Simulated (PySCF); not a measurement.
```xyz
9

F      2.1107     0.0965    -0.8903
C      0.9025    -0.0380    -0.3606
C     -0.0579     0.9993    -0.2290
C     -1.1232     0.4036     0.3587
O     -0.8814    -0.9020     0.5898
C      0.3698    -1.1743     0.1454
H      0.0399     2.0292    -0.5298
H     -2.0901     0.7678     0.6632
H      0.7298    -2.1821     0.2527
```

Charge 0, multiplicity 1.

Q: Give the Mulliken and meta-Löwdin atomic charges from TPSSh-D3(BJ)/def2-TZVP // PBE0-D3(BJ)/def2-TZVP in PySCF.

A: 
```csv
atom,Mulliken (e),meta-Löwdin (e)
F1,-0.19,-0.25
C2,0.19,0.23
C3,-0.20,-0.22
C4,0.00,0.05
O5,-0.18,-0.22
C6,-0.05,-0.02
H7,0.14,0.14
H8,0.14,0.14
H9,0.15,0.15
```
